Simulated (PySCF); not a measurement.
Dipole response of Br (bromine, neutral)

[Ar] 3d10 4s2 4p5, 2P determinant. All numbers are calculated (PySCF 2.14, a scalar-relativistic core potential, in aug-cc-pwCVTZ-PP with ECP10MDF). Coupled (time-dependent) response in atomic units; α is the mean over directions.

```tsv
method	mean α (bohr³)	α xx, yy, zz	C₆ (like pair)	S(−4)
UHF	20.12	18.40, 20.98, 20.98	162.1	87.16
PBE	22.21	19.90, 23.37, 23.37	182.5	118.4
PBE0	21.28	19.22, 22.31, 22.31	173.3	103.6
MN15	22.09	20.09, 23.08, 23.08	179.9	113.6
PW91	22.05	19.75, 23.21, 23.21	180.9	116.3
```

S(−4) is the Cauchy moment in α(ω) = α(0) + S(−4) ω² + …

Reference α: 21 ± 1 bohr³ (recommended; Schwerdtfeger and Nagle, table of static dipole polarizabilities (2023 update)). Published C₆: 162.0 (Chu and Dalgarno (2004); Tang, Norbeck and Certain (1976)).

Spin-orbit coupling is absent.

α(iu) at PBE0:

```
u (hartree)  α(iu) (bohr³)
          0          21.28
     0.0500          21.03
      0.100          20.31
      0.200          17.99
      0.300          15.30
      0.500          10.68
      0.750          6.978
       1.00          4.821
       1.50          2.674
       2.00          1.715
       3.00         0.9133
       5.00         0.4230
```

A single London oscillator, α(iu) = α/(1 + u²/ω²), gives C₆ = (3/4) ω α². Matching the computed C₆ needs ω = 4 × 173.3 / (3 × 21.28²) = 0.510 hartree.

The components differ because the open shell of this determinant is not spherical; for a pure term their mean is the scalar polarisability.

Energies and moments cover only the electrons outside the core potential.
